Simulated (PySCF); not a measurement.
C₆ coefficients of unlike pairs at r2SCANh

Calculated with PySCF 2.14 from the dipole response of each species, C₆(A,B) = (3/π) ∫ α_A(iu) α_B(iu) du, in atomic units, from isotropic polarisabilities. For ions this is the dispersion term alone; charge-induced terms of lower order in 1/R come first.

```json
{"species": "Zn⁺", "configuration": "[Ar] 3d10 4s1 (2S)", "basis": "aug-cc-pwCVTZ-DK (10s9p7d4f3g)", "relativity": "spin-free X2C", "α (bohr³)": "18.80", "C₆ (like pair)": "81.58"}
{"species": "Ni⁺", "configuration": "[Ar] 3d9 (2D)", "basis": "aug-cc-pVTZ with one added diffuse shell each of s, p, d, f, g type (9s8p6d4f3g)", "relativity": "none", "α (bohr³)": "8.385", "C₆ (like pair)": "29.01"}
{"species": "Si²⁺", "configuration": "[Ne] 3s2 (1S)", "basis": "aug-cc-pV(Q+d)Z with one added diffuse shell each of s, p, d, f, g type (8s7p6d4f3g)", "relativity": "none", "α (bohr³)": "12.09", "C₆ (like pair)": "43.30"}
{"species": "Au³⁺", "configuration": "[Xe] 4f14 5d8 (3F)", "basis": "aug-cc-pVTZ-PP with one added diffuse shell each of s, p, d, f, g type with ECP60MDF (7s7p6d4f3g)", "relativity": "core potential", "α (bohr³)": "5.983", "C₆ (like pair)": "34.69"}
```

Question: Estimate C₆ for Au³⁺ with Zn⁺.

Answer: The integral gives 45.51. The combination rule 2 C_A C_B / (C_A α_B/α_A + C_B α_A/α_B) gives 41.93 and the geometric mean 53.20.

No spin-orbit coupling is included.

The other pairs:

```tsv
pair	C₆
Au³⁺, Si²⁺	32.96
Si²⁺, Zn⁺	58.95
Au³⁺, Ni⁺	30.50
Si²⁺, Ni⁺	34.04
Ni⁺, Zn⁺	46.88
```
